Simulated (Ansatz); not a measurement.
Reactions of C2H6FNSi, SMILES `C=C(F)[SiH2]N`.

Gas-phase electronic energies from Ansatz, PBE0-D4/def2-TZVP geometries. CCSD(T)/CBS is the MP2 limit (def2-TZVPP, def2-QZVPP) plus CCSD(T) − MP2 in def2-TZVPP, frozen cores. This one scheme is used for every species. Functionals use def2-TZVPP. Elements past krypton have def2 core potentials. For Sn, Te outer-core shells are correlated without core-valence functions, which leaves a few kJ/mol of doubt a bond. One conformer a species, not always the lowest.

```csv
reaction,ωB97X-V (eV),PBE-D4 (eV)
`C=C(F)[SiH2]N` + `[SnH4]` → `N[SiH2][SnH3]` + `C=CF`,-0.16,-0.25
`C=C(F)[SiH2]N` + H₂ → `C=CF` + `N[SiH3]`,-0.18,-0.12
`C=C(F)[SiH2]N` + `[OH][SnH3]` → `N[SiH2][O][SnH3]` + `C=CF`,-1.32,-1.19
`C=C(F)[SiH2]N` + H–F → `N[SiH2]F` + `C=CF`,-1.63,-1.49
`C=C(F)[SiH2]N` + `B[TeH]` → `B[Te][SiH2]N` + `C=CF`,-0.55,-0.65
`C=C(F)[SiH2]N` + `CF` → `N[SiH2]CF` + `C=CF`,0.18,0.18
`C=C(F)[SiH2]N` + H–F → `C=C(F)F` + `N[SiH3]`,0.50,0.53
```

Q: Give the CCSD(T)/CBS values in the same order. (Best estimate.)

A: Computed: -0.22, -0.15, -1.35, -1.58, -0.62, 0.21, 0.72 eV.

Largest T1 diagnostic: 0.015, for `B[TeH]`.
